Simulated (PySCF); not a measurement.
The same groups moved round the core (trisilane hydroxy+amino). Isolated molecules, 0 K electronic values unless said otherwise. One relaxed conformer stands for each flexible species; it need not be the lowest. Strings in code marks are SMILES.

Method: PySCF with r2SCAN-D4/def2-TZVP. Excitations are Tamm–Dancoff values on a coarser integration grid. The basis has no diffuse functions, so Rydberg states are missing or too high.

```tsv
species	HOMO–LUMO gap (eV)	T1 excitation (TDA) (eV)	LUMO (eV)
`[SiH2]([SiH2][SiH2]N)O`	5.06	4.75	-1.06
`N[SiH2][Si@@H](O)[SiH3]`	5.07	4.57	-1.33
`[SiH3][SiH2][Si@@H](N)O`	5.69	5.17	-0.53
`N[Si@@H]([SiH3])[SiH2]O`	5.26	4.77	-1.23
`[Si](O)(N)([SiH3])[SiH3]`	5.41	4.85	-1.06
```
